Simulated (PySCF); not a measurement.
**Excitation energy of Sc by level of theory**

Sc [Ar] 3d1 4s2 (2D) → Sc [Ar] 3d2 4s1 (4F), as a difference of total energies. Computed with PySCF 2.14 in aug-cc-pVTZ, with no relativity, point nucleus. Correlated levels: valence: [Ar] frozen. The calculations carry no spin-orbit coupling.

```
           method  excitation energy (cm⁻¹)
              UHF                    7985.1
    MP2 (valence)                     11540
SCS-MP2 (valence)                     14189
   CCSD (valence)                     12579
CCSD(T) (valence)                     12757
```

These non-relativistic numbers lack the scalar-relativistic shift.

Errors of the correlated levels include the incompleteness of this basis and the frozen core.

For comparison: 11509 cm⁻¹ (measured; NIST levels, between the centres of gravity of the two terms).
